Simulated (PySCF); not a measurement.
LDA on Xe (xenon, neutral), [Kr] 4d10 5s2 5p5 5d1, one real determinant (an excited configuration). Calculation: PySCF 2.14, in x2c-QZVPPall with one added diffuse shell each of s, p, d, f type (14s10p8d5f1g, 128 functions); the spin-free X2C one-electron Hamiltonian (Gaussian nucleus).

```
cycle= 1 E= -7439.49626251521  delta_E= -0.0477  |g|= 0.0705  |ddm|= 0.876
cycle= 2 E= -7439.49644699935  delta_E= -0.000184  |g|= 0.0396  |ddm|= 0.182
cycle= 3 E= -7439.49679334993  delta_E= -0.000346  |g|= 0.0235  |ddm|= 0.0867
cycle= 4 E= -7439.49685124515  delta_E= -5.79e-05  |g|= 0.00132  |ddm|= 0.02
cycle= 5 E= -7439.49685202391  delta_E= -7.79e-07  |g|= 0.00015  |ddm|= 0.00592
cycle= 6 E= -7439.49685203631  delta_E= -1.24e-08  |g|= 4.84e-06  |ddm|= 0.000447
cycle= 7 E= -7439.49685203633  delta_E= -2.27e-11  |g|= 6.62e-07  |ddm|= 0.000193
converged SCF energy = -7439.49685203633  <S^2> = 2.0010375  2S+1 = 3.0006916
```

Highest occupied orbital energy: 0.484 eV; ⟨L²⟩ = 7.97; populations by l: s 10.01, p 23.00, d 20.99, f 0.00.

Q: Can this result be used?

A: Not for this state. Self-consistency was reached. ⟨L²⟩ = 7.97 against 12 for a pure F term, so this real determinant mixes terms. The outer electron is Rydberg-like, and this basis confines it to a smaller radius and binds it less than a complete one would. At LDA the highest occupied level has a positive energy, so only the finite basis holds that electron; for this excited configuration the basis is too tight for the outer shell.
